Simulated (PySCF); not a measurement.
From computed data to an observable: entropy of an ideal gas

C₄H₄, SMILES C1C(=C)C=1.

The structure is a stationary point at B3LYP-D3(BJ)/def2-SVP.

B3LYP-D3(BJ)/def2-SVP (PySCF) gives the harmonic wavenumbers 361, 438, 702, 714, 771, 844, 852, 927, 1020, 1059, 1118, 1433, 1620, 1854, 3144, 3240, 3243, 3283 cm⁻¹ and the rotational temperatures 1.3986, 0.3416, 0.2746 K. The molar mass is 52.08 g/mol, the symmetry number 2, the spin multiplicity 1.

**Question.** Work out the entropy at 298.15 K and 1 atm in the rigid-rotor, harmonic-oscillator model.

**Answer.** 
Translation (Sackur–Tetrode at 1 atm): S = R[1.5 ln M + 2.5 ln T − 1.16487] = 158.0 J/(mol K).
Rotation: q = (√π/σ) T^1.5/√(θA θB θC) = 12600, S = R[ln q + 3/2] = 91.0 J/(mol K).
Vibration: with u = 1.4388 ν/T, each mode gives R[u/(e^u − 1) − ln(1 − e^−u)]:
| ν (cm⁻¹) | modes | u | S (J/(mol K)) |
|---|---|---|---|
| 361 | 1 | 1.74 | 4.68 |
| 438 | 1 | 2.11 | 3.48 |
| 702 | 1 | 3.39 | 1.27 |
| 714 | 1 | 3.45 | 1.21 |
| 771 | 1 | 3.72 | 0.97 |
| 844 | 1 | 4.07 | 0.73 |
| 852 | 1 | 4.11 | 0.71 |
| 927 | 1 | 4.47 | 0.52 |
| 1020 | 1 | 4.92 | 0.36 |
| 1059 | 1 | 5.11 | 0.31 |
| 1118 | 1 | 5.40 | 0.24 |
| 1433 | 1 | 6.92 | 0.07 |
| 1620 | 1 | 7.82 | 0.03 |
| 1854 | 1 | 8.95 | 0.01 |
The stiffer modes add less than 0.005 each. Sum 14.6 J/(mol K).
Spin: R ln 1 = 0.0 J/(mol K).
Total 263.6 J/(mol K); the program's own thermochemistry gives 263.6. Translation makes up 60 % and vibration 6 %. Anharmonicity, hindered rotation and orbital degeneracy are left out.
